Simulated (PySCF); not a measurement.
## A ladder of Hamiltonians for Nb²³⁺ (niobium, charge +23)

Occupied: 1s1/2, 2s1/2, 2p1/2, 2p3/2, 3s1/2, 3p1/2, 3p3/2. Hartree-Fock calculated with PySCF 2.14 in an uncontracted even-tempered set (21 s from 1.3 bohr⁻², ratio 2.3; 16 p from 1.5 bohr⁻², ratio 2.3), Gaussian nucleus throughout. NR is non-relativistic, sf-X2C the spin-free one-electron X2C Hamiltonian, X2C adds the bare one-electron spin-orbit term, X2C-SNSO screens it by Boettger's factors, DC is four-component Dirac-Coulomb, and the Gaunt term is added at first order (total energies over the DC spinors, levels after relaxing the spinors in that mean field). QED terms are absent. Levels marked empty are virtual spinors of this ion; the basis has s and p functions only, so 3d, which can lie below the n = 4 levels, is absent.

| Hamiltonian | E (hartree) | E − E(DC) (hartree) | CPU seconds |
| --- | --- | --- | --- |
| NR | -3428.3495 | 64.9538 | 1.7 |
| sf-X2C | -3492.1241 | 1.1792 | 0.95 |
| X2C | -3492.5812 | 0.7222 | 1.4 |
| X2C-SNSO | -3492.5368 | 0.7666 | 1.1 |
| DC | -3493.3034 | 0.0000 | 51 |
| DC+Gaunt | -3490.9275 | 2.3759 | 95 |

```json
{"level (eV)": "1s1/2", "NR": "-19630.8", "sf-X2C": "-20067.9", "X2C": "-20067.0", "X2C-SNSO": "-20067.1", "DC": "-20080.6", "DC+Gaunt": "-20044.4"}
{"level (eV)": "2s1/2", "NR": "-3600.4", "sf-X2C": "-3708.8", "X2C": "-3708.6", "X2C-SNSO": "-3708.6", "DC": "-3710.0", "DC+Gaunt": "-3706.8"}
{"level (eV)": "2p1/2", "NR": "-3383.9", "sf-X2C": "-3412.5", "X2C": "-3483.0", "X2C-SNSO": "-3479.4", "DC": "-3479.8", "DC+Gaunt": "-3474.3"}
{"level (eV)": "2p3/2", "NR": "-3383.9", "sf-X2C": "-3412.5", "X2C": "-3379.4", "X2C-SNSO": "-3381.0", "DC": "-3382.1", "DC+Gaunt": "-3378.2"}
{"level (eV)": "3s1/2", "NR": "-1260.4", "sf-X2C": "-1288.2", "X2C": "-1288.1", "X2C-SNSO": "-1288.1", "DC": "-1288.4", "DC+Gaunt": "-1287.8"}
{"level (eV)": "3p1/2", "NR": "-1174.5", "sf-X2C": "-1183.9", "X2C": "-1199.2", "X2C-SNSO": "-1198.4", "DC": "-1198.5", "DC+Gaunt": "-1197.3"}
{"level (eV)": "3p3/2", "NR": "-1174.5", "sf-X2C": "-1183.9", "X2C": "-1176.7", "X2C-SNSO": "-1177.1", "DC": "-1177.3", "DC+Gaunt": "-1176.5"}
{"level (eV)": "4s1/2 (empty)", "NR": "-587.97", "sf-X2C": "-597.58", "X2C": "-597.56", "X2C-SNSO": "-597.56", "DC": "-597.66", "DC+Gaunt": "-597.43"}
{"level (eV)": "4p1/2 (empty)", "NR": "-557.84", "sf-X2C": "-561.55", "X2C": "-566.43", "X2C-SNSO": "-566.19", "DC": "-566.20", "DC+Gaunt": "-565.82"}
{"level (eV)": "4p3/2 (empty)", "NR": "-557.84", "sf-X2C": "-561.55", "X2C": "-559.25", "X2C-SNSO": "-559.36", "DC": "-559.42", "DC+Gaunt": "-559.16"}
```

```json
{"interval (eV)": "2p3/2 − 2p1/2", "sf-X2C": "-1.574e-10", "X2C": "103.7", "X2C-SNSO": "98.45", "DC": "97.66", "DC+Gaunt": "96.09"}
{"interval (eV)": "3p3/2 − 3p1/2", "sf-X2C": "-2.502e-10", "X2C": "22.48", "X2C-SNSO": "21.35", "DC": "21.19", "DC+Gaunt": "20.85"}
{"interval (eV)": "4p3/2 − 4p1/2", "sf-X2C": "-2.038e-10", "X2C": "7.184", "X2C-SNSO": "6.824", "DC": "6.780", "DC+Gaunt": "6.668"}
```

Weight of the small component: 1s1/2 0.0223, 2s1/2 0.00467, 2p1/2 0.00462, 2p3/2 0.00449, 3s1/2 0.00154, 3p1/2 0.00148, 3p3/2 0.00145, 4s1/2 0.000655, 4p1/2 0.000635, 4p3/2 0.000624.

Koopmans' value for the highest occupied level at DC+Gaunt: 1176.5 eV, against an ionisation energy of 1176 ± 4 eV (semi-empirical (NIST evaluation); NIST Atomic Spectra Database, ionization energies); the former lacks relaxation, correlation, QED and recoil.

The whole ladder took 160 s of wall time on 1 thread of AMD EPYC 7571 (shared host), launched as `OMP_NUM_THREADS=1 python relrun2.py TASK.json OUT` (a driver that calls PySCF for each Hamiltonian).
